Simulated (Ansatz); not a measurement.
Consider the redistribution: `COB(C)F` + `[Br][In]([Br])[Br]` → `COB(F)Br` + `[CH3][In]([Br])[Br]`.

Gas-phase electronic energies from Ansatz, PBE0-D4/def2-TZVP geometries. CBS: MP2 limit from def2 TZ/QZ plus the TZ coupled-cluster correction, frozen cores. DFT in def2-TZVPP. def2 core potentials past Kr. For Br, In outer-core shells are correlated without core-valence functions, which leaves a few kJ/mol of doubt a bond. Scalar relativity is left out up to krypton. One conformer a species, not always the lowest.

```csv
level,ΔE (kcal/mol)
BLYP-D4,14.2
B97M-V,16.5
PBE0-D4,15.1
CAM-B3LYP,15.9
LC-ωPBE,15.4
RPA@PBE/def2-TZVPP,12.9
CCSD/def2-SVP,17.4
SCS-MP2/def2-QZVPP,14.1
```

Problem. What does CCSD(T)/CBS give? (Best estimate.)

Solution. Ansatz gave: +14.8 kcal/mol. The listed levels differ from it by -0.6, 1.7, 0.3, 1.1, 0.6, -1.9, 2.6, -0.7 kcal/mol.

Largest T1 diagnostic among the species: 0.012.

In def2-TZVPP, CCSD(T) changes the Hartree–Fock value by −6.8 kcal/mol (the triples alone add −0.9 kcal/mol) and MP2 by −8.1 kcal/mol. At CCSD(T), def2-SVP lies +1.9 kcal/mol from the extrapolated value and def2-TZVPP −1.1 kcal/mol.
